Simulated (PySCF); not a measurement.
Some computed properties have been withheld. Give your best values.

Species: C₂H₈OSi₂.
InChI=1S/C2H8OSi2/c4-3-5-1-2-5/h5H,1-2H2,4H3

Conformer (atom-mapped SMILES and torsion angles): `[SiH3:1][O:2][SiH:3]1[CH2:4][CH2:5]1`: Si1–O2–Si3–C4 23°.

| property | level | value |
| --- | --- | --- |
| rotational constants A, B, C of the GFN2-xTB geometry | GFN2-xTB | ? |
| dipole moment | PBE0/def2-SVPD | 0.33 D |
| HOMO energy | PBE0/def2-SVPD | -6.61 eV |
| LUMO energy | PBE0/def2-SVPD | -0.01 eV |
| lowest singlet excitation | TDDFT PBE0/def2-SVPD | 5.50 eV (225 nm, f = 0.001) |
| strongest line among the 8 lowest singlet transitions | TDDFT PBE0/def2-SVPD | ? |
| lowest triplet excitation (Tamm–Dancoff) | TDA PBE0/def2-SVPD | ? |
| static isotropic polarisability | PBE0/def2-SVPD | 76.9 au |
| electronic spatial extent ⟨r²⟩ about the centre of nuclear charge | PBE0/def2-SVPD | ? |

The electronic properties come from PySCF, for the isolated species, density fitting.

The electronic spatial extent ⟨r²⟩ about the centre of nuclear charge?

851 bohr².

The rotational constants A, B, C of the GFN2-xTB geometry?

7.604, 1.613, 1.520 GHz.

Give the lowest triplet excitation (Tamm–Dancoff).

5.25 eV.

The strongest line among the 8 lowest singlet transitions?

S3 at 6.50 eV (191 nm, f = 0.151).

The polarisability is 11.40 Å³ as a volume (1 au = 0.148185 Å³), or 1.37 au for each of the 56 electrons. With B = h/(8π²I), that is 505.379 GHz u Å² over I, the principal moments of inertia are 66.5, 313.3 and 332.5 u Å² (most abundant isotopes); the inertial defect Ic − Ia − Ib is -47.3 u Å² (zero for a rigid planar frame, negative otherwise). The dipole matches unit charges of opposite sign 0.07 Å apart (1 e·Å = 4.8032 D). No computed singlet falls in the visible range (750 to 380 nm, 1.65 to 3.26 eV); S1 lies 2.24 eV above its blue end. In wavenumbers S1 is 44400 cm⁻¹ (1 eV = 8065.54 cm⁻¹).

One conformer stands for the species.
